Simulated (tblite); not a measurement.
Compound: C₇H₅F₃.
Bonds: C1–C2 (double), C2–F3, C2–C4, C4–C5 (double), C4–C6, C6–C7 (triple), C7–C8, C8–F9, C8–F10. Hydrogens: H11, H12 on C1; H13, H14 on C5; H15 on C8.

The geometry is computed with GFN2-xTB (gas phase).

**Question.** Give the optimised bond lengths and angles.

**Answer.** 
```
         bond  length (Å)
        C1=C2       1.326
        C2–F3       1.352
        C2–C4       1.464
        C4=C5       1.338
        C4–C6       1.418
        C6≡C7       1.203
        C7–C8       1.452
C8–F9, C8–F10       1.358
       C1–H11       1.073
       C1–H12       1.075
       C5–H13       1.076
       C5–H14       1.076
       C8–H15       1.104
```

Bonds in one row agree within 0.01 Å and their mean is given. A selection of angles:
```
    angle  degrees
 C1–C2–F3    119.4
 C1–C2–C4    126.7
 F3–C2–C4    113.9
 C2–C4–C5    123.0
 C2–C4–C6    116.1
 C5–C4–C6    121.0
 C4–C6–C7    177.1
 C6–C7–C8    176.3
 C7–C8–F9    111.4
F9–C8–F10    106.4
```

Torsions: C1–C2–C4–C5 179° (antiperiplanar). The mirror-image conformer, all signs reversed, is as good.

The C–C distances run from 1.203 Å (C6≡C7, drawn triple) to 1.464 Å (C2–C4, drawn single), a spread of 0.261 Å. Of the pairs four or more bonds apart, C6···H11 is among the closest relative to their van der Waals radii: 2.59 Å, 89 % of the sum of Bondi's values.

Point group: C1 (no symmetry element, even within 0.4 Å). Its lowest GFN2-xTB frequency is 11 cm⁻¹, too small to tell a flat minimum from a shallow saddle. One conformer, not necessarily the lowest. 2 starts were optimised and ended at 0.00 and 0.07 kcal/mol (GFN2-xTB); the lowest of these is shown.
